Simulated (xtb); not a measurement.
CH7ClOSi3, SMILES O[Si@H]1[SiH2]C[Si@@H]1Cl. All values are semi-empirical tight-binding results from xtb (GFN2-xTB unless named), good for trends rather than for accurate numbers. Coordinates come from a GFN2-xTB optimisation. The structure was generated by enumeration; whether it is a known compound was not checked. Other conformers were not sampled.

Optimised geometry:

```xyz
13

O      2.5851    -0.3558     0.6574
Si     1.3780    -0.1141    -0.4199
Si    -0.0491    -1.9400    -0.7947
C     -1.3258    -1.0552     0.3611
Si    -0.4618     0.6222     0.8024
Cl    -1.4990     2.1486    -0.0870
H      3.3751    -0.8485     0.4546
H      1.9538     0.6058    -1.5692
H      0.2663    -3.2896    -0.2981
H     -0.6090    -2.1454    -2.1364
H     -1.5272    -1.6462     1.2541
H     -2.2958    -0.9157    -0.1140
H     -0.5447     0.9394     2.2322
```
Charge 0, spin multiplicity 1.

* **orbital gap**: 3.44 eV
* **dipole moment**: 3.48 D
* **zero-point energy**: 46.5 kcal/mol
* **G − E(el) at 298.15 K (modified RRHO)**: 24.2 kcal/mol
* **static polarisability (D4 model)**: 108.9 bohr³
* **solvation energy, GFN2-xTB/ALPB(water)**: -5.5 kcal/mol
* **solvation energy, GFN2-xTB/ALPB(dmf)**: -9.0 kcal/mol

Give the atomic charges and the Wiberg bond orders between heavy atoms. (The exact figures need the calculation; the answer reports its results.)

charges (e) O1 -0.50, Si2 0.38, Si3 0.37, C4 -0.28, Si5 0.43, Cl6 -0.33, H7 0.29, H8 -0.10, H9 -0.10, H10 -0.11, H11 0.01, H12 0.02, H13 -0.07. Bond orders O1–Si2 1.18, Si2–Si3 0.81, Si3–C4 0.90, Si2–Si5 0.81, C4–Si5 0.92, Si5–Cl6 1.00.
